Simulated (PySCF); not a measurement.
Correlation energy of Cr²⁺ (chromium, charge +2)

[Ar] 3d3 4s1, high-spin 5F determinant (an excited configuration). Calculation: PySCF 2.14, in aug-cc-pVTZ; the non-relativistic Hamiltonian (point nucleus). Frozen: [Ar]; 4 electrons correlated.

MP2 pair energies summed by pair of shells (mhartree):

```
 pair  energy  share (%)
3d-3d  -17.46       66.2
3d-4s   -8.93       33.8
```

Total MP2 correlation energy: -26.39 mhartree.

Same-spin part -26.39 and opposite-spin part 0.00 mhartree; SCS-MP2 scales them by 1/3 and 6/5 to -8.80 mhartree.
